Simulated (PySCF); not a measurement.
# Spin states and ions at one geometry of [OsO3Cl]−

PySCF 2.14.0, RKS BP86, Os def2-SVP with ECP60, O def2-SVP, Cl def2-SVP; non-relativistic Hamiltonian with scalar-relativistic core potentials where named; density fitting; no spin-orbit coupling; singlets restricted, open shells unrestricted. The geometry is relaxed for charge -1, singlet, vacuum:

```xyz
5

Os    0.0000    0.2364    0.0342
O     1.6221   -0.0230    0.6342
O     0.0000    1.8422   -0.6411
O    -1.6221   -0.0230    0.6342
Cl    0.0000   -2.1858   -0.4930
```

Energies count from the relaxed state; an electron taken off or put on is at rest in vacuum. Charges and spins are Mulliken's.

```tsv
state	energy (eV)	spin squared	charge on Os1 (e)	spin on Os1 (e)	dipole about the centre of mass (D)
charge -1, singlet, vacuum	0.00	0.00	0.56	0.00	1.51
charge -1, quintet, vacuum	3.48	6.01	0.51	1.81	0.80
charge 0, doublet, vacuum	3.54	0.75	0.89	0.53	0.51
```

Question: What does the state charge -1, triplet, vacuum give?

Answer: energy (eV) 0.85, spin squared 2.00, charge on Os1 (e) 0.62, spin on Os1 (e) 1.16, dipole about the centre of mass (D) 1.24.

With an electron taken off (doublet) the charges change, summed by element, by Os +0.33 e, O +0.43 e, Cl +0.24 e. The vertical ionisation energy is 3.54 eV, against −ε(HOMO) = 0.32 eV of the relaxed state. The level lies 3.2 eV too high, as is usual for semilocal functionals and global hybrids, which keep a self-interaction error.

Open shells may have lower solutions than those found.
